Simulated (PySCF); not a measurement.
Electron correlation in Br (bromine, neutral)

[Ar] 3d10 4s2 4p5, 2P determinant. Calculation: PySCF 2.14, in jorge-DZP-DKH; scalar relativity by spin-free X2C-1e. Frozen: [Ar] 3d10; 7 electrons correlated.

MP2 pair energies summed by pair of shells (mhartree):

```
 pair  energy  share (%)
4p-4p  -19.20       48.1
4s-4p  -16.67       41.8
4s-4s   -4.04       10.1
```

Total MP2 correlation energy: -39.91 mhartree.

Same-spin part -8.51 and opposite-spin part -31.40 mhartree; SCS-MP2 scales them by 1/3 and 6/5 to -40.52 mhartree.

```tsv
level	correlation energy (mhartree)
CCSD	-46.35
(T)	-0.33
CCSD(T)	-46.68
```

Diagnostics: T1 = 0.0012, D1 = 0.0020, largest double amplitude 0.034.

Cost of the coupled-cluster step: 0.4 s of wall time on 1 thread of Neoverse-V1 (shared host), for 7 correlated electrons.

Iterations:

```
CC2 = 0
CCSD nocc = (np.int64(4), np.int64(3)), nmo = (29, 29)
frozen orbitals [[0, 1, 2, 3, 4, 5, 6, 7, 8, 9, 10, 11, 12, 13], [0, 1, 2, 3, 4, 5, 6, 7, 8, 9, 10, 11, 12, 13]]
max_cycle = 100
direct = 0
conv_tol = 1e-08
conv_tol_normt = 1e-06
diis_space = 8
diis_start_cycle = 0
Init t2, MP2 energy = -0.0399114274338742
Init E_corr(UCCSD) = -0.039911427444076
cycle = 1  E_corr(UCCSD) = -0.0451508742329645  dE = -0.00523944679  norm(t1,t2) = 0.0173651
cycle = 2  E_corr(UCCSD) = -0.0460830323323054  dE = -0.000932158099  norm(t1,t2) = 0.00416881
cycle = 3  E_corr(UCCSD) = -0.046358054773718  dE = -0.000275022441  norm(t1,t2) = 0.00133015
cycle = 4  E_corr(UCCSD) = -0.0463482832552644  dE = 9.77151845e-06  norm(t1,t2) = 0.000228606
cycle = 5  E_corr(UCCSD) = -0.04634888029004  dE = -5.97034776e-07  norm(t1,t2) = 5.77997e-05
cycle = 6  E_corr(UCCSD) = -0.0463489375168113  dE = -5.72267713e-08  norm(t1,t2) = 5.81844e-06
cycle = 7  E_corr(UCCSD) = -0.0463489377684612  dE = -2.51649888e-10  norm(t1,t2) = 4.60604e-07
UCCSD converged
E(UCCSD) = -2604.317883387307  E_corr = -0.0463489377684612
UCCSD(T) correction = -0.000330476548994273
```
